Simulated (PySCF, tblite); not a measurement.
Isomers of C4H11SSi2 (doublet state), one GFN2-xTB conformer each. Single-point energies are computed at B3LYP/pcH-1 (PySCF, gas phase, no added dispersion term), electronic only. GFN2-xTB treats the open shell by occupation alone, and not every SCF solution was tested for stability.

Question: Rank them by B3LYP/pcH-1 energy, lowest first (kJ/mol).
A. `[SiH3:1][C@H:2]1[CH2:3][CH:4][S:5][CH2:6][SiH2:7]1` (doublet state) with Si1–C2–C3–C4 -165°, C2–C3–C4–S5 -50°, C3–C4–S5–C6 -19°, C4–S5–C6–Si7 61°
B. `[SiH3:1][C@H:2]1[CH2:3][CH2:4][S:5][CH2:6][SiH:7]1` (doublet state) with Si1–C2–C3–C4 67°, C2–C3–C4–S5 73°, C3–C4–S5–C6 -71°, C4–S5–C6–Si7 61°
C. `[SiH2:1][C@H:2]1[CH2:3][CH2:4][S:5][CH2:6][SiH2:7]1` (doublet state) with H–Si1–C2–C3 175° and -57°, Si1–C2–C3–C4 -177°, C2–C3–C4–S5 -74°, C3–C4–S5–C6 72°, C4–S5–C6–Si7 -59°
D. `[SiH3:1][C@@H:2]1[CH:3][CH2:4][S:5][CH2:6][SiH2:7]1` (doublet state) with Si1–C2–C3–C4 -61°, C2–C3–C4–S5 -77°, C3–C4–S5–C6 66°, C4–S5–C6–Si7 -59°

Answer: C (0.0), B (3.5), A (19.8), D (19.9).

Neighbours under 21 kJ/mol apart ([SiH2][C@H]1CCSC[SiH2]1 and [SiH3][C@H]1CCSC[SiH]1; [SiH3][C@H]1CCSC[SiH]1 and [SiH3][C@H]1C[CH]SC[SiH2]1; [SiH3][C@H]1C[CH]SC[SiH2]1 and [SiH3][C@@H]1[CH]CSC[SiH2]1) can change places with a better method, another conformer or zero-point energy. GFN2-xTB itself gives, in the same order: 10.3, 0.0, 19.8, 15.0. GFN2-xTB puts [SiH3][C@H]1CCSC[SiH]1 lowest instead; measured from each level's own lowest isomer, the values differ by up to 10.3 kJ/mol ([SiH2][C@H]1CCSC[SiH2]1: 10.3 against 0.0).

Q: What happens when harmonic zero-point energies from GFN2-xTB frequencies are added?

A: 
```
                     SMILES  ZPE (kJ/mol)  electronic (kJ/mol)  with ZPE (kJ/mol)
    [SiH2][C@H]1CCSC[SiH2]1         348.1                  0.0                0.0
     [SiH3][C@H]1CCSC[SiH]1         348.7                  3.5                4.1
 [SiH3][C@H]1C[CH]SC[SiH2]1         335.5                 19.8                7.2
[SiH3][C@@H]1[CH]CSC[SiH2]1         334.0                 19.9                5.8
```

The zero-point energies span 14.7 kJ/mol. The lowest isomer stays, but the order above it changes.
